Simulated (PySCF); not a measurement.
C6H14P (charge +1).
SMILES: `CC[C@@H]1C[P@@H+]1CC`

A PySCF run (density fitting, gas phase, GFN2-xTB geometry) gave HOMO -11.97 eV, LUMO -5.90 eV and E = -577.727 Eh.

Question: Which of these levels was it?
A. PBE0/pcSseg-1
B. PBE0/MINI
C. wB97X/6-31G
D. revPBE/def2-SVP

Answer: D. It is revPBE/def2-SVP. All candidates on this geometry:

```json
{"level and settings": "revPBE/def2-SVP, damping 0.3 at the start, DIIS from the seventh cycle, fitting basis def2-universal-jkfit", "kind": "GGA", "basis functions": "172", "SCF cycles": "16", "E (Eh)": "-577.7269", "HOMO (eV)": "-11.97", "LUMO (eV)": "-5.90"}
{"level and settings": "PBE0/pcSseg-1", "kind": "global hybrid", "basis functions": "196", "SCF cycles": "13", "E (Eh)": "-577.6755", "HOMO (eV)": "-13.28", "LUMO (eV)": "-5.12"}
{"level and settings": "PBE0/MINI, energy threshold 1e-11 Eh", "kind": "global hybrid", "basis functions": "53", "SCF cycles": "10", "E (Eh)": "-573.8591", "HOMO (eV)": "-15.74", "LUMO (eV)": "-6.71"}
{"level and settings": "wB97X/6-31G", "kind": "range-separated hybrid", "basis functions": "95", "SCF cycles": "12", "E (Eh)": "-577.9573", "HOMO (eV)": "-15.59", "LUMO (eV)": "-2.53"}
```

The nearest other candidate, by the summed differences of HOMO and LUMO, is PBE0/pcSseg-1: its HOMO differs by -1.31 eV and its LUMO by +0.78 eV. Cycle counts include a coarse-grid stage where the run had one.

Conformer computed: `[CH3:1][CH2:2][C@@H:3]1[CH2:4][P@@H+:5]1[CH2:6][CH3:7]`: C1–C2–C3–C4 151°, C4–P5–C6–C7 -175°.
